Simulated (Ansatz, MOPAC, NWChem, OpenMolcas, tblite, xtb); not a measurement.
CH5BFN (SMILES CB(N)F): methods side by side

CH5BFN, singlet, SMILES `CB(N)F`. Each level relaxes the structure for itself.

Each level gives the zero-point energy at each level's own minimum (kJ/mol). The values are calculated.

```
                          level            kind     program  value (kJ/mol)
                       GFN2-xTB  semi-empirical         xtb           181.1
                          MNDOD  semi-empirical       MOPAC           197.9
                            PM3  semi-empirical       MOPAC           185.2
                       GFN1-xTB  semi-empirical      tblite           181.3
                       HF/3-21G    Hartree–Fock  OpenMolcas           200.0
HF/6-31G* (spherical functions)    Hartree–Fock      NWChem           197.7
HF/6-31G* (Cartesian functions)    Hartree–Fock  OpenMolcas           197.9
          B3LYP-D3(BJ)/def2-SVP   global hybrid      NWChem           184.5
              PBE0-D4/def2-TZVP   global hybrid      Ansatz           186.2
```

Harmonic and unscaled. The values span 181.1 to 200.0 kJ/mol.
